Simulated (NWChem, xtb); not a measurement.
**How methods differ on BH2Br (SMILES BBr)**

BH2Br has 4 atoms, charge 0, and is taken as a singlet. SMILES: `BBr`. The shape is that of a PBE0-D4/def2-TZVP optimisation.

```xyz
4

B    -0.1539    0.0250   -0.0969
Br    1.4701   -0.3634    0.7908
H    -1.1112   -0.6173    0.1917
H    -0.1495    0.8954   -0.9059
```

Quantity: the mean polarisability, in bohr³. The values are calculated.

| level | kind | program | value (bohr³) | CPU time |
| --- | --- | --- | --- | --- |
| GFN2-xTB | semi-empirical | xtb | 36.0 | under 2 s |
| GFN0-xTB | semi-empirical | xtb | 36.0 | under 2 s |
| PBE/DGauss-DZVP | GGA | NWChem | 28.5 | 15 s |
| PBE/LANL2DZ (core potential) | GGA | NWChem | 22.3 | 3.4 s |
| PBE/SBKJC-VDZ (core potential) | GGA | NWChem | 22.3 | 3.2 s |
| PBE/jorge-DZP | GGA | NWChem | 24.6 | 24 s |
| PBE/jorge-TZP | GGA | NWChem | 29.8 | 97 s |

All-electron rows without a relativistic Hamiltonian named are non-relativistic, while core potentials hold scalar relativity, so basis and relativity change together. The values span 22.3 to 36.0 bohr³. CPU times are rough (shared hosts, several kinds of processor): they show what a rung costs within a factor of a few.
